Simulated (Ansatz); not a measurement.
Cost and result for the atomization energy of `N[SiH](O)[Si](N)(O)O` (15 atoms, 14 bonds).

```xyz
15

N    -2.490    0.319   -0.136
Si   -0.925    1.018   -0.097
O    -0.444    1.581   -1.580
Si    0.739   -0.549    0.401
N     2.335   -0.349   -0.218
O     0.877   -0.587    2.041
O     0.157   -1.938   -0.274
H    -2.624   -0.640   -0.412
H    -3.219    0.642    0.478
H    -1.043    2.147    0.871
H    -1.092    2.101   -2.060
H     2.922    0.347    0.217
H     2.446   -0.305   -1.220
H     1.565   -1.146    2.409
H     0.796   -2.639   -0.420
```

The species carries charge 0 and has multiplicity 1. The structure was optimised at the PBE0-D4/def2-TZVP level. It is one conformer, not always the lowest. Program: Ansatz. All runs use 2 threads of an AMD EPYC 7R13 on a shared host and a share of an NVIDIA H100 80 GB. Times are those of one run each, without the atoms' runs, and a repeat can differ threefold. Electronic energies, without spin–orbit coupling; frozen cores. CCSD(T)/CBS adds CCSD(T) − MP2 in def2-TZVPP to the MP2 limit, and its time is that of the two runs behind it. T1 = 0.012. B3LYP takes the VWN-RPA correlation (the form of Gaussian; ORCA's B3LYP/G).

CCSD(T)/CBS is a level of theory with its own doubt, some kJ/mol a heavy atom from the limit and from the frozen cores, so smaller differences don't rank the functionals.

```tsv
level	functions	wall time	atomization (kJ/mol)	difference from CCSD(T)/CBS	per bond
B3LYP-D4/def2-TZVPP (with forces)	351	2.4 s	5642.2	-36.6	-2.6
PBE0-D4/def2-TZVPP	351	2.4 s	5590.8	-88.0	-6.3
PBE-D4/def2-TZVPP (with forces)	351	2.4 s	5727.2	48.4	3.5
B2PLYP/def2-TZVPP	351	2.6 s	5579.4	-99.4	-7.1
r2SCAN-D4/def2-TZVPP (with forces)	351	2.7 s	5631.1	-47.7	-3.4
ωB97X-V/def2-TZVPP	351	2.9 s	5674.1	-4.7	-0.3
ωB97M-V/def2-TZVPP (with forces)	351	3.2 s	5672.6	-6.2	-0.4
MP2/def2-QZVPP	665	3.9 s	5721.9	43.1	3.1
CCSD(T)/def2-TZVPP	351	8 s	5476.1	-202.7	-14.5
CCSD(T)/CBS(def2)	–	12 s	5678.8	0.0	0.0
```

In def2-TZVPP, CCSD(T) changes the Hartree–Fock value by +1608.2 kJ/mol (the triples alone add +90.3 kJ/mol) and MP2 by +1732.0 kJ/mol; breaking electron pairs costs correlation energy, which Hartree–Fock lacks. The D4 term adds +59.7 kJ/mol with B3LYP and +31.9 kJ/mol with PBE0; it sums over pairs of atoms, weighted by their polarisabilities, and B3LYP, whose exchange is more repulsive, gets the larger term. From PBE to PBE0 (25 % exact exchange), in def2-TZVPP and without D4, the atomization energy moves by −131.0 kJ/mol: exact exchange takes away binding that semilocal exchange gives to molecules.
